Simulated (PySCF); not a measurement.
Working out the ionisation energy of Hg

Hg [Xe] 4f14 5d10 6s2 (1S) → Hg⁺ [Xe] 4f14 5d10 6s1 (2S). Calculation: PySCF 2.14, in aug-cc-pVDZ-PP with ECP60MDF (5s5p4d2f, 54 functions); a scalar-relativistic core potential. Frozen: 5s2 5p6. Energies in hartree (1 hartree = 27.21139 eV):

```json
{"part": "UHF", "Hg (lower)": "-152.539930", "Hg⁺ (upper)": "-152.226049"}
{"part": "CCSD correlation", "Hg (lower)": "-0.353641", "Hg⁺ (upper)": "-0.295889"}
{"part": "(T)", "Hg (lower)": "-0.009321", "Hg⁺ (upper)": "-0.005668"}
```

Task: What does Hartree-Fock give?

Result: (-152.226049) − (-152.539930) = 0.313881 hartree = 8.541 eV.

Task: What do CCSD and CCSD(T) give?

Result: The CCSD correlation energies differ by 0.057752 hartree = 1.572 eV and the triples by 0.003653 hartree = 0.099 eV, so CCSD gives 10.113 eV and CCSD(T) 10.212 eV.

Measured between the centres of the two terms (NIST): 10.438 eV, so CCSD(T) (valence) is off by -0.226 eV.

A double-zeta basis recovers only part of the correlation energy.

What remains against the reference includes basis incompleteness, the frozen core and higher excitations.
